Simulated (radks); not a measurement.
Problem. All-electron atom: Ga XII in [Ar] 3d2. Calculated with a radial shooting solver on a logarithmic mesh with Libxc functionals: non-relativistic Kohn-Sham, LDA (Slater exchange, Perdew-Wang correlation), spin-polarised, spherical densities, point nucleus; open shells are filled with parallel spins first. Some entries of the table are withheld. Estimate them.

orbital,occ.,eigenvalue (eV),<r> (bohr),r(max) (bohr)
1s up,1,-10391.34,0.04951,0.03266
1s down,1,-10391.30,0.04951,0.03266
2s up,1,-1555.467,0.2214,0.1861
2s down,1,-1552.628,0.2212,0.1860
2p up,3,-1416.318,0.1920,0.1480
2p down,3,-1414.176,0.1918,0.1479
3s up,1,-423.9068,0.6031,0.5475
3s down,1,-419.9686,0.6048,0.5484
3p up,3,-377.8721,0.5989,0.5353
3p down,3,-373.8941,0.6011,0.5363
3d up,2,-300.8028,(1),0.4574
3d down,0,-296.4025,(2),0.4591
4s up,0,-181.5458,1.281,1.240
4s down,0,-180.2857,1.288,1.245
4p up,0,-165.2375,1.322,1.277
4p down,0,-164.0368,1.330,1.284
4d up,0,-139.3043,1.383,1.328
4d down,0,-138.1455,1.394,1.339

Solution. 
(1) 3d up <r> (bohr): 0.5670
(2) 3d down <r> (bohr): 0.5703
